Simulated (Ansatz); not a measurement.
`C[CH](C)[AlH][Cl]` + `[SiH3]N[SiH3]` → `[SiH3][N]([SiH3])[AlH][Cl]` + propane at 298.15 K and 1 bar (ligand exchange at the Al–C bond).

Isolated molecules relaxed with PBE0-D4/def2-TZVP in Ansatz; ΔE leaves out vibrations. CCSD(T)/CBS is the MP2 limit (def2-TZVPP, def2-QZVPP) plus CCSD(T) − MP2 in def2-TZVPP, frozen cores. This one scheme is used for every species. Each species was taken in one conformer, which may not be the lowest.

| species | CCSD(T)/CBS energy (Eh) | H − E (kJ/mol) | S (J/(mol·K)) |
| --- | --- | --- | --- |
| `C[CH](C)[AlH][Cl]` | -820.83602 | 288.6 | 376.3 |
| `[SiH3]N[SiH3]` | -637.10515 | 192.6 | 335.6 |
| `[SiH3][N]([SiH3])[AlH][Cl]` | -1339.00991 | 199.3 | 403.0 |
| `CCC` | -118.98051 | 285.9 | 268.4 |

H − E and S are ideal-gas, rigid-rotor, harmonic terms from PBE0-D4/def2-TZVP, for one conformer and one mirror image of each species. 1 Eh = 2625.50 kJ/mol, R = 8.31446 J/(mol·K).

**Question.** By hand: ΔE, ΔH, ΔS and ΔG.

**Answer.** ΔE = (-1339.00991) + (-118.98051) − (-820.83602) − (-637.10515) = -0.04925 Eh = -129.3 kJ/mol. Δ(H − E) = 199.3 + 285.9 − 288.6 − 192.6 = 4.0, so ΔH = -125.3 kJ/mol. ΔS = 403.0 + 268.4 − 376.3 − 335.6 = -40.5 J/(mol·K). ΔG = -125.3 − 298.15 × (-40.5)/1000 = -113.2 kJ/mol.

**Question.** By hand: the equilibrium constant, and the temperature at which ΔG would vanish if ΔH and ΔS stayed fixed.

**Answer.** log₁₀ K = −ΔG/(RT ln 10) = 19.8. ΔG = 0 at ΔH/ΔS = 3094 K, far beyond where these terms or the molecules hold.

ΔH outweighs TΔS. A doubt of 5 kJ/mol in ΔE shifts log₁₀ K by 0.9 here. Other conformers and mirror images would add mixing entropy, several J/(mol·K) or more a flexible species. Modes under 60 cm⁻¹, often nearly free rotors, make the harmonic entropy too high. These are equilibria of isolated gas molecules and say nothing of rates. Largest T1 diagnostic: 0.011 (customary marks: 0.02 for closed shells, 0.045 for open ones).
